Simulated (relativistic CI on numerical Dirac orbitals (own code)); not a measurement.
Pm28+: sensitivity of the levels to the model

Base calculation: Dirac-Coulomb-Breit CI, KLI orbitals optimised for each configuration, model QED, unscaled Slater integrals.

CI space (outside the closed core [Ar] 3d10): 4s2.4p3, 4s.4p4, 4s2.4p2.4d, 4p5, 4s.4p3.4d, 4s2.4p2.4f, 4s.4p3.4f, 4p4.4d, 4s.4p2.4d2, 4s2.4p.4d.4f, 4p4.4f, 4s2.4p2.5s, 4p3.4d.4f, 4p4.5s, 4s2.4p2.5p, 4s.4p2.4f2, 4s.4p2.4d.5s, 4s.4p3.5s, 4s2.4p.4f.5s, 4s2.4p2.5d, 4s.4p3.5p, 4s2.4p2.5f, 4s2.4p2.5g, 4s.4p3.5d, 4p3.4f.5s, 4s2.4p2.6s, 4s.4p3.5f, 4s2.4p.4d2, 4s2.4d3, 4s.4p.4d3, 4s2.4d2.4f, 4s.4p.4d2.4f, 4s2.4d2.5s, 4p3.4d2, 4p2.4d3, 4p2.4d2.4f, 4p2.4d2.5s, 4s2.4p.4f2, 4s2.4d.4f2, 4s.4p.4d.4f2, 4s2.4f3, 4s.4p.4f3, 4s2.4f2.5s, 4p3.4f2, 4p2.4d.4f2, 4p2.4f3, 4p2.4f2.5s, 4s.4p2.4d.4f, 4s.4p.4d.4f.5s, 4s2.4p.4d.5s, 4s.4p.4d2.5s, 4s2.4d.4f.5s, 4s2.4d.5s2, 4p3.4d.5s, 4p2.4d.4f.5s, 4p2.4d.5s2, 4s.4p2.4f.5s, 4s.4p.4f2.5s, 4s.4p.4f.5s2, 4s2.4p.5s2, 4s.4p.4d.5s2, 4s2.4f.5s2. Double excitations out of closed p, d and f shells are left out; levels of such configurations are missing from the list, as are those of other unlisted configurations, and high levels can miss mixing partners. These lack a partner that the ground configuration has and come out too high: 4s2.4p2.5p, 4s2.4p2.5d, 4s.4p3.5p, 4s2.4p2.5f, 4s2.4p2.5g.

Variants: (1) configuration mixing switched off. Shifts of the energy above 4s2.4p3 2P°_3/2, in cm⁻¹, for the lowest level and the first level of each name with at least 55 % of one term (blank where a level changes its place among those of its configuration and J or its character, or is not in the variant):

```json
{"Level": "4s2.4p3 2P°_3/2", "Base": "0", "Δ(1)": "0"}
{"Level": "4s2.4p3 2D°_5/2", "Base": "263609", "Δ(1)": "+2589"}
{"Level": "4s2.4p3 2P°_1/2", "Base": "305646", "Δ(1)": "+5440"}
{"Level": "4s.4p4 4P_5/2", "Base": "754354", "Δ(1)": "+20432"}
{"Level": "4s.4p4 2D_5/2", "Base": "1052548", "Δ(1)": "+55171"}
{"Level": "4s2.4p2.4d 2F_5/2", "Base": "1108937", "Δ(1)": "-6014"}
{"Level": "4s2.4p2.4d 2D_3/2", "Base": "1302409", "Δ(1)": ""}
{"Level": "4s2.4p2.4d 2P_1/2", "Base": "1325747", "Δ(1)": ""}
{"Level": "4s.4p3.4d 6D°_1/2", "Base": "1615898", "Δ(1)": "-14654"}
{"Level": "4s.4p3.4d 4D°_1/2", "Base": "1753245", "Δ(1)": "+8207"}
```

At this charge energies of transitions that change n are usually good to better than 1 %, and those within a shell (Δn = 0) to a few per cent.

Ionisation energy from the two ground configurations alone: base 1039.36 eV. The NIST ASD value (theoretical) is 1040 eV.

LS names give the leading component of a level, which can be under half, so a name can repeat, a term be missing and a line seem to break the LS rules.
